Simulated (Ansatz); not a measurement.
`C[SiH]([AlH2])CF`. The species carries charge 0 and has multiplicity 1. The geometry is a stationary point of PBE0-D4/def2-TZVP. It is one conformer, not always the lowest.

```xyz
13

C     0.107    0.677   -1.680
Si   -0.123    0.442    0.170
Al   -2.015   -1.009    0.796
C     1.495   -0.221    0.922
F     2.568    0.611    0.602
H     0.964    1.326   -1.870
H     0.285   -0.277   -2.183
H    -0.777    1.135   -2.129
H    -0.362    1.781    0.796
H    -1.941   -1.965    2.067
H    -3.362   -0.991   -0.051
H     1.430   -0.285    2.013
H     1.731   -1.224    0.546
```

Q: What is the dipole moment at ωB97M-V/def2-TZVPP? (An estimate is asked.)

A: Computed: 1.41 D, with components (-1.02, -0.91, -0.36) D in this frame, pointing from negative to positive charge.

Q: And with PBE, r2SCAN, B3LYP? (Best estimate.)

A: Ansatz gave: PBE 1.19 D, r2SCAN 1.28 D, B3LYP 1.38 D.

Q: Give the Mulliken charges with ωB97M-V, PBE, B3LYP in def2-TZVPP. (An estimate is asked.)

A: The calculation gave: 
| atom | ωB97M-V | PBE | B3LYP |
| --- | --- | --- | --- |
| C1 | -0.45 | -0.37 | -0.39 |
| Si2 | 0.11 | 0.09 | 0.17 |
| Al3 | 0.31 | 0.30 | 0.35 |
| C4 | -0.08 | -0.03 | -0.02 |
| F5 | -0.24 | -0.21 | -0.26 |
| H6 | 0.14 | 0.12 | 0.12 |
| H7 | 0.11 | 0.10 | 0.09 |
| H8 | 0.12 | 0.11 | 0.11 |
| H9 | -0.03 | -0.07 | -0.08 |
| H10 | -0.11 | -0.11 | -0.14 |
| H11 | -0.11 | -0.11 | -0.13 |
| H12 | 0.11 | 0.10 | 0.10 |
| H13 | 0.10 | 0.08 | 0.09 |

B3LYP here is the variant with VWN-RPA as its local correlation; programs differ in this.
